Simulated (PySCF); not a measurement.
A side-by-side comparison of computed properties.

First species: C₄H₈SSi₂.
InChI=1S/C4H8SSi2/c1-2-4-5-3-6-7-4/h1,4H,3,6-7H2/t4-/m0/s1

Second species: C5H10O2.
Atom-mapped SMILES: `[CH3:1][O:2][CH2:3][O:4][CH:5]1[CH2:6][CH2:7]1` (hydrogens: H8, H9, H10 on C1; H11, H12 on C3; H13 on C5; H14, H15 on C6; H16, H17 on C7)

Levels: CAM-B3LYP/def2-SVPD for HOMO energy, LUMO energy, HOMO–LUMO gap and static isotropic polarisability; TDDFT CAM-B3LYP/def2-SVPD for lowest singlet excitation; TDA CAM-B3LYP/def2-SVPD for lowest triplet excitation (Tamm–Dancoff). Geometries: GFN2-xTB. All species are isolated and taken at one optimised geometry, non-relativistic unless stated. Electronic properties by PySCF.

The conformers computed, where there is a choice (atom-mapped SMILES and torsion angles):
- `[CH3:1][O:2][CH2:3][O:4][CH:5]1[CH2:6][CH2:7]1`: C1–O2–C3–O4 -67°, O2–C3–O4–C5 -68°, C3–O4–C5–C6 -87°

The conformers of `C#C[C@@H]1[SiH2][SiH2]CS1` aren't listed.

Values for the first species:

```
HOMO energy                              : -7.77 eV
LUMO energy                              : 0.53 eV
HOMO–LUMO gap                            : 8.30 eV
Lowest singlet excitation                : 5.00 eV
Lowest triplet excitation (Tamm–Dancoff) : 4.51 eV
Static isotropic polarisability          : 116.6 au
```

Estimate the same properties for the second species, and the change in each.

| property | first | second | second less first |
| --- | --- | --- | --- |
| HOMO energy | -7.77 eV | -8.97 eV | -1.20 eV |
| LUMO energy | 0.53 eV | 1.44 eV | +0.91 eV |
| HOMO–LUMO gap | 8.30 eV | 10.41 eV | +2.11 eV |
| lowest singlet excitation | 5.00 eV | 7.60 eV | +2.60 eV |
| lowest triplet excitation (Tamm–Dancoff) | 4.51 eV | 7.47 eV | +2.96 eV |
| static isotropic polarisability | 116.6 au | 68.1 au | -48.5 au |

On the first: The principal polarisabilities are 109.8, 113.4 and 126.7 au; their mean is the isotropic value. S1 lies 3.30 eV below the HOMO–LUMO gap.

On the second: No computed singlet falls in the visible range (750 to 380 nm, 1.65 to 3.26 eV); S1 lies 4.34 eV above its blue end. S1 lies 2.81 eV below the HOMO–LUMO gap; its leading configuration is HOMO→LUMO, weight 0.75.
